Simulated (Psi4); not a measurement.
Cl5Mo (SMILES [Cl][Mo]([Cl])([Cl])([Cl])[Cl]), doublet, geometry from GFN2-xTB (such geometries of metal compounds can be far from the true shape) (core potentials on Mo); Psi4 with TPSS/def2-TZVP.

The Psi4 input:
```
memory 2 GB

molecule {
0 2
  Mo    0.00924330   -0.07548706   -0.04503038
  Cl    1.90161145   -0.15947901   -1.12922280
  Cl    1.03631193   -1.04911892    1.83886530
  Cl   -1.02218561    0.93375382   -1.90768418
  Cl   -1.71118297   -1.39568895    0.20151672
  Cl   -0.22739119    1.85703050    1.10777647
}

set basis def2-tzvp
set reference uks

energy('tpss')
print_variables()
```

Task: Write the output that Psi4 gives for this input, abridged.

Result: 
```
   => Loading Basis Set <=

    Name: DEF2-TZVP
    Role: ORBITAL
    Keyword: BASIS

    !!!  WARNING: ECP capability is in beta. Please check occupations closely.  !!!

         ---------------------------------------------------------
                                   SCF
               by Justin Turney, Rob Parrish, Andy Simmonett
                          and Daniel G. A. Smith
                              UKS Reference
         ---------------------------------------------------------

  ==> Geometry <==

    Molecular point group: c1
    Full point group: C1

    Geometry (in Angstrom), charge = 0, multiplicity = 2:

       Center              X                  Y                   Z               Mass
    ------------   -----------------  -----------------  -----------------  -----------------
         MO           0.008853174243    -0.072301026196    -0.043129809698    97.905404820000
         CL           1.901221324243    -0.156292976196    -1.127322229698    34.968852682000
         CL           1.035921804243    -1.045932886196     1.840765870302    34.968852682000
         CL          -1.022575735757     0.936939853804    -1.905783609698    34.968852682000
         CL          -1.711573095757    -1.392502916196     0.203417290302    34.968852682000
         CL          -0.227781315757     1.860216533804     1.109677040302    34.968852682000

  Running in c1 symmetry.

  Rotational constants: A =      0.03304  B =      0.02752  C =      0.02501 [cm^-1]
  Rotational constants: A =    990.44199  B =    824.94969  C =    749.65315 [MHz]
  Nuclear repulsion =  715.373473961668310

  Charge       = 0
  Multiplicity = 2
  Electrons    = 99
  Nalpha       = 50
  Nbeta        = 49

  ==> Algorithm <==

  SCF Algorithm Type is DF.
  DIIS enabled.
  MOM disabled.
  Fractional occupation disabled.
  Guess Type is SAD.
  Energy threshold   = 1.00e-06
  Density threshold  = 1.00e-06
  Integral threshold = 1.00e-12

  ==> Primary Basis <==

  Basis Set: DEF2-TZVP
    Blend: DEF2-TZVP
    Number of shells: 79
    Number of basis functions: 225
    Number of Cartesian functions: 256
    Spherical Harmonics?: true
    Max angular momentum: 3

  Core potential: DEF2-TZVP
    Number of shells: 4
    Number of ECP primitives: 14
    Number of ECP core electrons: 28
    Max angular momentum: 3

  ==> DFT Potential <==

   => LibXC <=

    Version 7.1.2
    S. Lehtola, C. Steigemann, M. J. T. Oliveira, and M. A. L. Marques,  SoftwareX 7, 1–5 (2018) (10.1016/j.softx.2017.11.002)

   => Composite Functional: TPSS <=

    TPSS Meta-GGA XC Functional

    J. Tao, et al., Phys. Rev. Lett., 91, 146401, 2003

    Deriv               =              1
    GGA                 =           TRUE
    Meta                =           TRUE

    Exchange Hybrid     =          FALSE
    MP2 Hybrid          =          FALSE

   => Exchange Functionals <=

    1.0000   XC_MGGA_X_TPSS

   => Correlation Functionals <=

    1.0000   XC_MGGA_C_TPSS

   => LibXC Density Thresholds  <==

    XC_MGGA_C_TPSS:  1.00E-15
    XC_MGGA_X_TPSS:  1.00E-15

   => Molecular Quadrature <=

    Radial Scheme          =       TREUTLER
    Pruning Scheme         =           NONE
    Nuclear Scheme         =       TREUTLER

    Blocking Scheme        =         OCTREE
    BS radius alpha        =              1
    Pruning alpha          =              1
    Radial Points          =             75
    Spherical Points       =            302
    Total Points           =         129473
    Total Blocks           =           1113
    Max Points             =            256
    Max Functions          =            193
    Weights Tolerance      =       1.00E-15

   => Loading Basis Set <=

    Name: (DEF2-TZVP AUX)
    Role: JKFIT
    Keyword: DF_BASIS_SCF

  ==> Integral Setup <==

  SCF_SUBTYPE=INCORE selected. In-core MEM_DF algorithm will be used.
  Using in-core AOs.

  ==> MemDFJK: Density-Fitted J/K Matrices <==

    J tasked:                   Yes
[...]
   @DF-UKS iter   4: -2369.01435847195035   -6.31035e-01   4.01999e-03 DIIS/ADIIS
   @DF-UKS iter   5: -2369.55620953353264   -5.41851e-01   1.15719e-03 DIIS/ADIIS
   @DF-UKS iter   6: -2369.58894437481285   -3.27348e-02   6.08308e-04 DIIS/ADIIS
   @DF-UKS iter   7: -2369.59580207017916   -6.85770e-03   2.91687e-04 DIIS/ADIIS
   @DF-UKS iter   8: -2369.59773204594467   -1.92998e-03   1.93868e-04 DIIS/ADIIS
   @DF-UKS iter   9: -2369.59898350223466   -1.25146e-03   4.74883e-05 DIIS
   @DF-UKS iter  10: -2369.59906284667068   -7.93444e-05   5.95486e-05 DIIS
   @DF-UKS iter  11: -2369.59922061307407   -1.57766e-04   3.40187e-05 DIIS
   @DF-UKS iter  12: -2369.59934233944432   -1.21726e-04   1.88438e-05 DIIS
   @DF-UKS iter  13: -2369.59938411832354   -4.17789e-05   2.28743e-05 DIIS
   @DF-UKS iter  14: -2369.59942537539291   -4.12571e-05   1.09285e-05 DIIS
   @DF-UKS iter  15: -2369.59943592776290   -1.05524e-05   5.51515e-06 DIIS
   @DF-UKS iter  16: -2369.59943615299926   -2.25236e-07   1.02625e-05 DIIS
   @DF-UKS iter  17: -2369.59943955513336   -3.40213e-06   1.36164e-06 DIIS
   @DF-UKS iter  18: -2369.59943950640081    4.87325e-08   2.24632e-06 DIIS
   @DF-UKS iter  19: -2369.59943960038163   -9.39808e-08   9.96608e-07 DIIS
  Energy and wave function converged.

  ==> Post-Iterations <==

   Electrons on quadrature grid:
      Nalpha   =   50.0000059441 ; deviation = 5.944e-06
      Nbeta    =   49.0000046480 ; deviation = 4.648e-06
      Ntotal   =   99.0000105920 ; deviation = 1.059e-05

   @Spin Contamination Metric:   5.957807748E-03
   @S^2 Expected:                7.500000000E-01
   @S^2 Observed:                7.559578077E-01
   @S   Expected:                5.000000000E-01
   @S   Observed:                5.000000000E-01

    Orbital Energies [Eh]
    ---------------------

    Alpha Occupied:

[...]
    Alpha Virtual:

[...]
     225A     85.441815

    Beta Occupied:

[...]
      49A     -0.280510

    Beta Virtual:

[...]
    Final Occupation by Irrep:
              A
    DOCC [    49 ]
    SOCC [     1 ]
    NA   [    50 ]
    NB   [    49 ]

  @DF-UKS Final Energy: -2369.59943960038163

   => Energetics <=

    Nuclear Repulsion Energy =            715.3734739616683100
    One-Electron Energy =               -4720.7611504833676008
    Two-Electron Energy =                1785.0318561515991860
    DFT Exchange-Correlation Energy =    -149.2436192302816664
    Empirical Dispersion Energy =           0.0000000000000000
    VV10 Nonlocal Energy =                  0.0000000000000000
    Total Energy =                      -2369.5994396003816291

  UHF NO Occupations:
  HONO-2 :   48  A 1.9992874
  HONO-1 :   49  A 1.9989255
  HONO-0 :   50  A 1.0000000
  LUNO+0 :   51  A 0.0010745
  LUNO+1 :   52  A 0.0007126
  LUNO+2 :   53  A 0.0006390
  LUNO+3 :   54  A 0.0002207

Computation Completed

Properties will be evaluated at   0.000000,   0.000000,   0.000000 [a0]

Properties computed using the SCF density matrix

 Multipole Moments:

 ------------------------------------------------------------------------------------
     Multipole            Electronic (a.u.)      Nuclear  (a.u.)        Total (a.u.)
 ------------------------------------------------------------------------------------

 L = 1.  Multiply by 2.5417464519 to convert [e a0] to [Debye]
 Dipole X            :          0.5953028           -0.5620705            0.0332324
 Dipole Y            :         -4.8651947            4.5902487           -0.2749460
 Dipole Z            :         -2.9023991            2.7382260           -0.1641731
 Magnitude           :                                                    0.3219511

 ------------------------------------------------------------------------------------

  Variable Map:
  ----------------------------------------------------------------------------
[...]
  Array Variable Map:
  ----------------------------------------------------------------------------
[...]
[...]
```
